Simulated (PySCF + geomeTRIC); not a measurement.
Species: C$_{2}$H$_{3}$Si, SMILES `C#C[SiH2]` (charge 0, multiplicity 2).

Q: Give a relaxed geometry from PBE0-D4/def2-TZVP run with PySCF + geomeTRIC.

A: the end point of this relaxation (outside a Z-matrix the atoms follow the SMILES, hydrogens last).
Cartesian coordinates (Å) in one orientation:
```xyz
6

C      1.710    -0.249     0.034
C      0.517    -0.079    -0.068
Si    -1.242     0.167    -0.381
H      2.761    -0.398     0.136
H     -1.696     1.497     0.095
H     -2.052    -0.942     0.182
```
